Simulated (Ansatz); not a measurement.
One change: `C=C[SiH](Cl)Br` becomes `C=C[SiH](Cl)C=C`.

Ansatz, PBE0-D4/def2-TZVP geometries, multiplicity 1. Each molecule was computed in one conformer, which needn't be the lowest.

Scalar relativity is left out up to krypton.

```
                                          property  `C=C[SiH](Cl)Br`
size of the dipole moment (ωB97M-V/def2-TZVPP) / D              2.25
               HOMO energy (B3LYP/def2-TZVPP) / eV             -8.09
             LUMO energy (ωB97M-V/def2-TZVPP) / eV              0.97
              HOMO–LUMO gap (PBE0/def2-TZVPP) / eV              7.23
                 LUMO energy (PBE/def2-TZVPP) / eV             -2.11
  size of the dipole moment (B3LYP/def2-TZVPP) / D              2.20
```

Give the same properties after the change, and the shifts. (An estimate is asked.)

Computed: 
```csv
property,`C=C[SiH](Cl)C=C`,shift
size of the dipole moment (ωB97M-V/def2-TZVPP) / D,2.23,-0.02
HOMO energy (B3LYP/def2-TZVPP) / eV,-7.92,0.17
LUMO energy (ωB97M-V/def2-TZVPP) / eV,1.19,0.22
HOMO–LUMO gap (PBE0/def2-TZVPP) / eV,7.26,0.03
LUMO energy (PBE/def2-TZVPP) / eV,-1.89,0.22
size of the dipole moment (B3LYP/def2-TZVPP) / D,2.20,0.00
```

Dipoles are sizes alone; their direction can turn.

B3LYP here is the variant with VWN-RPA as its local correlation; programs differ in this.

Spin–orbit coupling is left out; it splits and shifts lone-pair levels of the heavy atoms by tenths of an eV.
